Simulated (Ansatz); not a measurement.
Cost and result for the atomization energy of CH2OS2Si (`O=C1[SiH2]SS1`) (7 atoms, 7 bonds).

```xyz
7

O     1.921   -1.129   -0.271
C     0.788   -0.805   -0.120
Si   -0.178    0.853    0.041
S    -1.957   -0.336    0.223
S    -0.610   -1.945    0.038
H     0.167    1.642    1.250
H    -0.130    1.720   -1.161
```

Total charge 0; spin multiplicity 1. The geometry is a stationary point of PBE0-D4/def2-TZVP. Program: Ansatz. All runs use 2 threads of an Intel Xeon Platinum 8375C on a shared host. Times are those of one run each, without the atoms' runs, and a repeat can differ threefold. Electronic energies, without spin–orbit coupling; frozen cores. CCSD(T)/CBS adds CCSD(T) − MP2 in def2-TZVPP to the MP2 limit, and its time is that of the two runs behind it. T1 = 0.018. HSE06 is the plane-wave form, built on full-range PBE exchange.

CCSD(T)/CBS is a level of theory with its own doubt, some kJ/mol a heavy atom from the limit and from the frozen cores, so smaller differences don't rank the functionals.

```
                             level  functions  wall time
              revPBE-D4/def2-TZVPP        216      2.2 s
   PBE-D4/def2-TZVPP (with forces)        216      2.7 s
                  CCSD(T)/def2-SVP         92      3.1 s
                PBE0-D4/def2-TZVPP        216      3.5 s
               HSE06-D4/def2-TZVPP        216      3.9 s
           CAM-B3LYP-D4/def2-TZVPP        216      4.1 s
r2SCAN-D4/def2-TZVPP (with forces)        216      4.5 s
                 B2PLYP/def2-TZVPP        216      6.5 s
                 B97M-V/def2-TZVPP        216        7 s
                ωB97X-V/def2-TZVPP        216      8.5 s
                    MP2/def2-QZVPP        384       20 s
                CCSD(T)/def2-TZVPP        216       61 s
                 CCSD(T)/CBS(def2)          –       81 s
```

Problem. What atomization energy does each give, and how far from CCSD(T)/CBS? (Best estimate.)

Solution. The calculation gave: 
```csv
level,atomization (kJ/mol),difference from CCSD(T)/CBS,per bond
revPBE-D4/def2-TZVPP,2560.7,51.5,7.4
PBE-D4/def2-TZVPP (with forces),2637.2,128.0,18.3
CCSD(T)/def2-SVP,2266.1,-243.1,-34.7
PBE0-D4/def2-TZVPP,2535.3,26.1,3.7
HSE06-D4/def2-TZVPP,2538.8,29.6,4.2
CAM-B3LYP-D4/def2-TZVPP,2488.9,-20.3,-2.9
r2SCAN-D4/def2-TZVPP (with forces),2549.1,39.9,5.7
B2PLYP/def2-TZVPP,2466.9,-42.3,-6.1
B97M-V/def2-TZVPP,2549.7,40.5,5.8
ωB97X-V/def2-TZVPP,2533.4,24.2,3.5
MP2/def2-QZVPP,2561.1,51.9,7.4
CCSD(T)/def2-TZVPP,2404.9,-104.3,-14.9
CCSD(T)/CBS(def2),2509.2,0.0,0.0
```

The D4 term adds +39.9 kJ/mol with B3LYP and +20.4 kJ/mol with PBE0; it sums over pairs of atoms, weighted by their polarisabilities, and B3LYP, whose exchange is more repulsive, gets the larger term. From BLYP to BHLYP (50 % exact exchange), in def2-TZVPP and without D4, the atomization energy moves by −149.8 kJ/mol: exact exchange takes away binding that semilocal exchange gives to molecules. Leaving LDA and LC-ωPBE aside and taking each functional with its dispersion term where it has one, the values, not all of them listed here, spread over 270.7 kJ/mol, from BHLYP-D4 to PBE-D4. LDA lies +400.0 kJ/mol from PBE without D4, its usual overbinding.

B3LYP here is the variant with VWN-RPA as its local correlation; programs differ in this.
